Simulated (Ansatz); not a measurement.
System: C2H6Al, charge 1, singlet. C2H6Al+ (SMILES [CH3][Al+][CH3]).
B3LYP-D3(BJ)/def2-TZVP minimum from Ansatz (a quantum-chemistry and plane-wave program):
```xyz
9

Al     0.0000     0.0000     0.0000
C      1.4765     0.1953    -1.1984
H      2.1607    -0.6509    -1.0958
H      2.0223     1.1162    -0.9783
H      1.1217     0.2362    -2.2314
C     -1.4765    -0.1953     1.1984
H     -2.0339    -1.1062     0.9657
H     -2.1505     0.6606     1.1099
H     -1.1203    -0.2559     2.2299
```
Charge +1, spin multiplicity 1.

Total energies in cc-pV(D+d)Z, 16 correlated electrons, 7 frozen orbitals. Open shells are spin-unrestricted; no spin-orbit coupling. Cores are frozen in correlated methods. No relativity. The spin of C2H6Al+ ([CH3][Al+][CH3], singlet) was assumed, and the state is the lowest solution found for it.

| method | program | energy (Eh) | minus CCSDT(Q) (mEh) |
|---|---|---|---|
| HF | Ansatz | -320.91293 | 391.69 |
| MP2 | Ansatz | -321.25187 | 52.75 |
| CCSD | Ansatz | -321.29234 | 12.28 |
| CCSD(T) | Ansatz | -321.30297 | 1.65 |
| CCSDT(Q) | Ansatz | -321.30462 | 0.00 |

Rough core times of Ansatz's runs on a shared machine: CCSD(T) under 20 s, CCSDT(Q) 4 min.
